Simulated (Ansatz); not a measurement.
Calculated with Ansatz (gas phase, PBE0-D4/def2-TZVP geometries, no zero-point term in ΔE). CCSD(T)/CBS adds triple-zeta CCSD(T) − MP2 to the extrapolated MP2 energy (def2 sets, frozen cores). This one scheme is used for every species. Elements past krypton have def2 core potentials. For Sb outer-core shells are correlated without core-valence functions, which leaves a few kJ/mol of doubt a bond. One conformer a species, not always the lowest.

Consider the formal hydrolysis of the Sb–Si bond: `C[CH2][SbH][SiH3]` + H₂O → `C[CH2][SbH][OH]` + SiH₄.

```json
{"species": "`C[CH2][SbH][SiH3]`", "HF/CBS(def2) energy (Eh)": "-609.21392"}
{"species": "H₂O", "HF/CBS(def2) energy (Eh)": "-76.06721"}
{"species": "`C[CH2][SbH][OH]`", "HF/CBS(def2) energy (Eh)": "-394.00800"}
{"species": "SiH₄", "HF/CBS(def2) energy (Eh)": "-291.26912"}
```

**Question.** Work out ΔE.

**Answer.** ΔE = (-394.00800) + (-291.26912) − (-609.21392) − (-76.06721) = 0.00401 Eh = +10.5 kJ/mol. CCSD(T)/CBS gives +30.2 kJ/mol.

Largest T1 diagnostic among the species: 0.013.

From PBE to PBE0 (25 % exact exchange), in def2-TZVPP and without D4, ΔE moves by +5.6 kJ/mol. The D4 term adds +7.2 kJ/mol with B3LYP and +4.2 kJ/mol with PBE0; it sums over pairs of atoms, weighted by their polarisabilities, and B3LYP, whose exchange is more repulsive, gets the larger term. In def2-TZVPP, CCSD(T) changes the Hartree–Fock value by +14.5 kJ/mol (the triples alone add +1.1 kJ/mol) and MP2 by +18.4 kJ/mol.

B3LYP here is the variant with VWN-RPA as its local correlation; programs differ in this.
